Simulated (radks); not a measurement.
Q: These are the eigenvalues of the occupied orbitals of an atom or ion with whole-number occupations (eV). Calculated with a radial shooting solver on a logarithmic mesh with Libxc functionals: non-relativistic Kohn-Sham, PBE, spin-unpolarised, spherical densities, point nucleus.

1s: -166.0174
2p: -24.8114

Which element is it, and in what charge state? The configuration may be excited.

A: Z = 4, beryllium, charge +2: Be2+ in 1s1 2p1. The 1s level, -6.101 hartree, gives Z - s = 3.5 by -(Z - s)^2/2, which with screening narrows Z to a few neighbours, and the depths must fix Z and the occupations together.
